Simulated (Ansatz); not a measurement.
Species: sum formula H₄SiNO₃ (charge 0, doublet). It need not be the lowest isomer of its formula. SMILES: O[Si](N)([O])O
Coordinates optimised at B3LYP-D3(BJ)/def2-TZVP (Ansatz, an electronic-structure program):
```xyz
9

N     -1.4829    -0.7132    -0.0706
Si     0.0829     0.0195     0.0199
O      0.4089    -0.3829     1.5495
O      0.0192     1.6290    -0.2789
O      1.0351    -0.6624    -1.1131
H     -1.5530    -1.7141    -0.1912
H     -2.2487    -0.3542     0.4810
H     -0.0499     2.2129     0.4805
H      1.3654    -0.0955    -1.8141
```
Charge 0, spin multiplicity 2.

Computed values are from Ansatz. Cores are frozen in the correlated levels unless marked. Open shells are spin-unrestricted. No spin-orbit coupling. No relativistic terms. CBS(X,Y): correlation extrapolated as X^-3; Hartree-Fock from the larger set.

```
Item                                                                   Result
---------------------  ------------------------------------------------------
atomisation energy De  830.4 kcal/mol at CCSD(T)/CBS(cc-pV(T+d)Z,cc-pV(Q+d)Z)
total energy             -571.8042 Eh at CCSD(T)/CBS(cc-pV(T+d)Z,cc-pV(Q+d)Z)
dipole moment                               1.97 D at CCSD(T)/aug-cc-pV(D+d)Z
T1 diagnostic                                       0.027 at CCSD/cc-pV(Q+d)Z
```
